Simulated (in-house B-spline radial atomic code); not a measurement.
Values are calculated unless marked as measured or tabulated.
Two electrons in Ge: a parabolic dot with ħω = 16.5 meV in all three directions with an ionised donor at its centre

For Ge the NSM archive of the Ioffe Institute lists m_l = 1.6 m0, m_t = 0.08 m0 and ε = 16.2; the model takes one isotropic valley with the conductivity mass 3/(1/m_l + 2/m_t) = 0.117 m0, and so misses anisotropy and the other valleys. All triplets below are those of one valley; with several valleys two electrons can form a triplet in the 1s orbital itself, at an energy set by the valley splitting. Real donors also feel a central-cell potential, which shifts the ground state.

Effective-mass model with parabolic bands, a uniform dielectric constant, no image charges, no central-cell or spin-orbit terms. Two-electron levels come from full CI in B-splines with partial waves to l = 5 (up to 0.001 effective hartree above the limit).

(1) What are the effective units, and what is the potential in them?

In these units the lowest s and p orbitals lie at 0.5378 and 2.4845, and their Coulomb and exchange integrals are J_ss = 1.1558, J_sp = 0.8648 and K_sp = 0.1507. Full CI gives 2.1462 for the ground singlet, 3.7160 for the sp triplet, 3.9668 for the sp singlet and 4.8068 for the lowest triplet of two s orbitals.

(2) What does it cost to add the second electron, to first order and exactly?

(3) How far above the singlet do the triplets lie?

Answers

(1) Ha* = 27211.386 meV × 0.117/16.2² = 12.13 meV and a* = 0.0529177 nm × 16.2/0.117 = 7.327 nm. The frequency is ω = 1.36 Ha*, with −1/r added.

(2) To first order E = 2ε_s + J_ss = 2.2314, so the charging energy E(2) − 2E(1) is J_ss = 14.02 meV. CI gives 2.1462 − 2 × (0.5378) = 1.0706, or 12.99 meV: relaxation and correlation lower it by 1.034 meV, 7.4 % of J_ss. The s² configuration of one-electron orbitals holds 98.0 % of the state, and the mean radius is 6.21 nm.

(3) To first order the sp triplet lies at ε_s + ε_p + J_sp − K_sp = 3.7364, which is 18.26 meV above 2ε_s + J_ss. CI gives 3.7160 − (2.1462) = 1.5699, or 19.04 meV, 81 % of the orbital spacing of 23.62 meV. The ss triplet lies 32.28 meV up, so the lower of the two is the sp one, and its gap equals k_BT at 221 K. The sp singlet-triplet splitting is 3.042 meV, against 2K_sp = 3.656 meV.
